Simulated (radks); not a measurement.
Effect of the nuclear size on neutral chlorine, [Ne] 3s2 3p5. Method: Dirac Kohn-Sham, PBE, spin-unpolarised, spherical densities, finite nucleus; open shells are shared between the two j in proportion to 2j + 1; Fermi nuclear charge, rms radius 3.3654 fm; computed with a radial shooting solver on a logarithmic mesh with Libxc functionals. The rms radius is varied about that value; shifts are against it.

| rms radius (fm) | total energy shift (eV) | density at nucleus (e/bohr^3) | 1s1/2 shift (meV) | 2s1/2 shift (meV) |
|---|---|---|---|---|
| 3.0154 | -0.00277 | 3601 | -1.16 | -0.085 |
| 3.1197 | -0.00197 | 3598 | -0.830 | -0.061 |
| 3.3654 | 0 | 3593 | 0.000 | 0.000 |
| 3.5909 | 0.00194 | 3589 | 0.816 | 0.060 |
| 3.8971 | 0.00477 | 3583 | 2.01 | 0.147 |

Slopes of the eigenvalues against <r^2> in GHz/fm^2, as finite differences over the two radii next to the reference (eigenvalue slopes, not the field-shift constants of lines): 1s1/2 126, 2s1/2 9.23.
